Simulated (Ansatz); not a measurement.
The cluster ScAlN₂⁺. Charge 1, multiplicity 2. Geometry PBE0-D4/def2-TZVP; atoms count from 1.

```tsv
atom	x (Å)	y (Å)	z (Å)
Al1	-0.423	0.576	1.049
Sc2	0.461	-0.628	-1.142
N3	0.173	-1.018	0.698
N4	-0.211	1.070	-0.604
```

No other spin state of charge 1 was run. The structure comes from a short search, and lower isomers may exist.

Estimate the Mulliken populations from the PBE0/def2-TZVP orbitals of Ansatz.


| atom | charge (e) | spin (α − β) | d electrons |
| --- | --- | --- | --- |
| Al1 | 0.69 | -0.16 | – |
| Sc2 | 1.20 | -0.06 | 1.46 |
| N3 | -0.44 | 0.61 | – |
| N4 | -0.44 | 0.61 | – |
Mulliken values and Mayer orders depend strongly on the basis.

Where does the spin sit?

Summed by element: Al -0.16, Sc -0.06, N 1.22, of 1 unpaired in all. Largest on single atoms: N3 0.61, N4 0.61, Al1 -0.16.

And the Mayer bond orders between bonded heavy atoms (over 0.3)?

Al1–Sc2 0.40 (2.65 Å); Sc2–N3 1.29 (1.90 Å); Sc2–N4 1.29 (1.90 Å); Al1–N3 1.40 (1.74 Å); Al1–N4 1.40 (1.74 Å).
